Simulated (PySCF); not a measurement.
Compound: C₆H₆F₃N.
Cartesian coordinates in Å at the GFN2-xTB level; atoms count from 1:
```xyz
16
C6H6F3N angstrom
C     -2.353    0.064    0.495
C     -1.337   -0.239   -0.610
C     -0.021   -0.576   -0.011
C      1.102    0.126   -0.197
C      1.176    1.276   -1.020
N      1.238    2.209   -1.680
C      2.405   -0.245    0.467
F      3.379   -0.487   -0.422
F      2.296   -1.347    1.224
F      2.853    0.728    1.274
H     -2.455   -0.782    1.170
H     -2.037    0.931    1.069
H     -3.324    0.276    0.056
H     -1.246    0.615   -1.283
H     -1.685   -1.102   -1.185
H      0.002   -1.439    0.642
```

Computed at PBE0/pcSseg-1 (PySCF, non-relativistic), with Q(14N) = 0.02044 b: N6, 14N (I = 1): χzz = -4.788 MHz, η = 0.129.

Task: Where would the pure quadrupole (NQR) lines of 14N at N6 fall for the rigid, isolated species?

Result: From ν± = (3/4)|χ|(1 ± η/3) and ν0 = |χ|η/2: ν+ 3.745 MHz, ν− 3.436 MHz, ν0 0.308 MHz (nitrile nitrogen).

In a crystal, neighbours and librations shift these lines. GFN2-xTB bond lengths can be off by several hundredths of an ångström, more for odd bonds, and the gradients follow them. The small basis limits the accuracy of the gradients.

The run behind these numbers computed NMR shieldings as well. On Arm Neoverse V2, one thread, no GPU, on a shared host, this took 29 s.

One conformer stands for the species.
